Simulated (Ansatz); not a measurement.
Caution, from a PySCF single point (PBE0-D3(BJ)/def2-TZVPD) at this geometry: the highest occupied level lies above zero, so the state may not be bound. This triplet is an excited state, 0.85 eV above the relaxed singlet at the level frozen-core CCSD(T)/aug-cc-pVDZ // PBE0-D3(BJ)/def2-TZVPD (Ansatz, an electronic-structure program).

Species: H$_{5}$BNSi, SMILES `N[B-][SiH3]` (excited triplet) (charge -1, multiplicity 3).

Question: Give a relaxed geometry from PBE0-D3(BJ)/def2-TZVPD (Ansatz).

Answer: Several could match; the one computed here: the end point of this relaxation, one of several conformers (outside a Z-matrix the atoms follow the SMILES, hydrogens last).
Z-matrix (Å, degrees):
```
B
N 1 1.4626
H 2 1.0139 1 117.82
H 2 1.0140 3 109.43 1 138.16
Si 1 1.9463 2 138.37 3 66.75
H 5 1.5047 1 112.03 2 179.60
H 5 1.5345 6 101.90 1 -128.77
H 5 1.5349 6 101.93 7 -102.41
```
